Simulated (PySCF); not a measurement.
PySCF 2.14 output of a UHF calculation on a single atom or ion in cc-pVDZ-X2C (5s4p2d, 27 functions), with the spin-free X2C one-electron Hamiltonian (Gaussian nucleus):

```
SCF conv_tol = 1e-09
number electrons alpha = 10  beta = 9
cycle= 1 E= -601.456976327559  delta_E= -5.34e-11  |g|= 1.48e-06  |ddm|= 9.62e-05
converged SCF energy = -601.456976327559  <S^2> = 0.75017107  2S+1 = 2.0001711
```

The run itself started from symmetry-adapted Hartree-Fock orbitals and held the occupation by maximum overlap, so the iterations belong to that start.

Which element, charge and spin multiplicity is this?

K (potassium, neutral), multiplicity 2; the state was [Ar] 4s1, 2S determinant.
